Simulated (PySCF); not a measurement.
**Shifts of the heteroatoms**

Geometry:
```json
{"atom": "N1", "x (Å)": "2.116", "y (Å)": "1.295", "z (Å)": "2.190"}
{"atom": "C2", "x (Å)": "1.487", "y (Å)": "0.825", "z (Å)": "1.358"}
{"atom": "C3", "x (Å)": "0.688", "y (Å)": "0.244", "z (Å)": "0.339"}
{"atom": "C4", "x (Å)": "1.045", "y (Å)": "-1.097", "z (Å)": "-0.280"}
{"atom": "C5", "x (Å)": "-0.171", "y (Å)": "-1.610", "z (Å)": "-0.112"}
{"atom": "C6", "x (Å)": "-0.740", "y (Å)": "-0.374", "z (Å)": "0.535"}
{"atom": "C7", "x (Å)": "-1.303", "y (Å)": "0.623", "z (Å)": "-0.499"}
{"atom": "F8", "x (Å)": "-2.020", "y (Å)": "0.087", "z (Å)": "-1.527"}
{"atom": "C9", "x (Å)": "0.114", "y (Å)": "1.119", "z (Å)": "-0.792"}
{"atom": "O10", "x (Å)": "0.603", "y (Å)": "1.865", "z (Å)": "-1.574"}
{"atom": "H11", "x (Å)": "1.966", "y (Å)": "-1.416", "z (Å)": "-0.727"}
{"atom": "H12", "x (Å)": "-0.640", "y (Å)": "-2.537", "z (Å)": "-0.377"}
{"atom": "H13", "x (Å)": "-1.236", "y (Å)": "-0.448", "z (Å)": "1.497"}
{"atom": "H14", "x (Å)": "-1.909", "y (Å)": "1.423", "z (Å)": "-0.055"}
```

Theoretical values (PySCF 2.14.0 with density-fitted response routines): structure optimised with GFN2-xTB, shieldings: GIAO PBE0/pcSseg-1. A single conformation, no relativistic terms, isolated molecule.

(1) What are the $^{19}$F shifts?

(2) Where does $^{15}$N resonate?

(3) Where does $^{17}$O resonate?

Answers

(1) 
```json
{"atoms": "F8", "environment": "fluorine on an sp3 carbon", "σ (ppm)": "361.9", "δ (ppm)": "-165.9"}
```

Shieldings were converted by a linear fit to measured shifts: $^{19}$F: δ = 146.13 − 0.903σ +14.6 on sp3 carbon (rms 6.0 ppm, 223 shifts, 7.0 ppm with the 5 outliers that the fit left out vs CFCl3, solution or neat liquid). A few per cent of atoms miss by over 2 rms, more outside the fitted compound classes.

On a 600 MHz spectrometer $^{19}$F resonates near 564.6 MHz, so 1 ppm is 564.6 Hz.

(2) 
| atoms | environment | σ (ppm) | δ (ppm) |
| --- | --- | --- | --- |
| N1 | nitrile nitrogen | -51.3 | -100.8 |

Shieldings were converted by a linear fit to measured shifts: $^{15}$N (scatter 6.3 ppm rms vs CH3NO2, solution or neat liquid). Occasional misses reach two or three times the rms, and more in compound classes unlike the fitted ones.

On a 300 MHz spectrometer $^{15}$N resonates near 30.4 MHz, so 1 ppm is 30.4 Hz.

(3) 
```csv
atoms,environment,σ (ppm),δ (ppm)
O10,ketone oxygen,-318.7,557.0
```

Shieldings were converted by a linear fit to measured shifts: $^{17}$O (scatter 10.7 ppm rms, 12.2 ppm with the 3 outliers that the fit left out vs liquid water, solution or neat liquid). A few per cent of atoms miss by over 2 rms, more outside the fitted compound classes.

On a 600 MHz spectrometer $^{17}$O resonates near 81.3 MHz, so 1 ppm is 81.3 Hz.
